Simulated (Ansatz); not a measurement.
Cost and result for the atomization energy of `C=[C](O)[GeH3]` (10 atoms, 9 bonds).

```xyz
10

C     0.365    1.434    0.711
C    -0.186    0.566   -0.131
O    -1.032    1.017   -1.103
Ge    0.189   -1.348   -0.005
H     0.154    2.497    0.640
H     1.037    1.095    1.487
H    -1.354    0.290   -1.638
H    -1.127   -2.116    0.221
H     1.161   -1.596    1.151
H     0.794   -1.840   -1.334
```

Charge 0, multiplicity 1. Correlated methods include outer-core shells of Ge, which these sets cover unevenly. Scalar relativity is left out up to krypton. Geometry: relaxed with PBE0-D4/def2-TZVP. It is one conformer, not always the lowest. Program: Ansatz. All runs use 4 threads of an Arm Neoverse V1 on a shared host. Times are those of one run each, without the atoms' runs, and a repeat can differ threefold. Electronic energies, without spin–orbit coupling; frozen cores. CCSD(T)/CBS adds CCSD(T) − MP2 in def2-TZVPP to the MP2 limit, and its time is that of the two runs behind it. T1 = 0.012. With those shells the extrapolation isn't a true limit. B3LYP takes the VWN-RPA correlation (the form of Gaussian; ORCA's B3LYP/G).

CCSD(T)/CBS is a level of theory with its own doubt, some kJ/mol a heavy atom from the limit and from the frozen cores, so smaller differences don't rank the functionals.

```tsv
level	functions	wall time	atomization (kJ/mol)	difference from CCSD(T)/CBS	per bond
LDA (SPW92)/def2-TZVPP	225	1.1 s	4074.6	533.2	59.2
revPBE-D4/def2-TZVPP	225	1.8 s	3508.8	-32.6	-3.6
BLYP-D4/def2-TZVPP	225	1.8 s	3523.5	-17.9	-2.0
CAM-B3LYP-D4/def2-TZVPP	225	3.1 s	3542.4	1.0	0.1
B3LYP-D4/def2-TZVPP (with forces)	225	3.9 s	3524.6	-16.8	-1.9
r2SCANh-D4/def2-TZVPP	225	4.6 s	3518.5	-22.9	-2.5
B2PLYP/def2-TZVPP	225	4.7 s	3492.1	-49.3	-5.5
CCSD(T)/def2-SVP	104	5.5 s	3347.4	-194.0	-21.6
B97M-V/def2-TZVPP	225	8 s	3550.7	9.3	1.0
ωB97M-V/def2-TZVPP (with forces)	225	10 s	3529.1	-12.3	-1.4
MP2/def2-QZVPP	440	27 s	3545.0	3.6	0.4
CCSD(T)/def2-TZVPP	225	2.2 min	3460.0	-81.4	-9.0
CCSD(T)/CBS(def2)	–	2.6 min	3541.4	0.0	0.0
```

At CCSD(T), def2-SVP lies −194.0 kJ/mol from the extrapolated value and def2-TZVPP −81.4 kJ/mol: correlation converges slowly with the basis, and small sets miss more of it in the bonded molecule than in its fragments. From BLYP to BHLYP (50 % exact exchange), in def2-TZVPP and without D4, the atomization energy moves by −91.5 kJ/mol: exact exchange takes away binding that semilocal exchange gives to molecules. Leaving LDA and LC-ωPBE aside and taking each functional with its dispersion term where it has one, the values, not all of them listed here, spread over 185.1 kJ/mol, from BHLYP-D4 to PBE-D4. LDA lies +493.0 kJ/mol from PBE without D4, its usual overbinding.

For some Ge, Se and Sn compounds the MP2-based and the directly extrapolated limit differ by 10 to 25 kJ/mol.
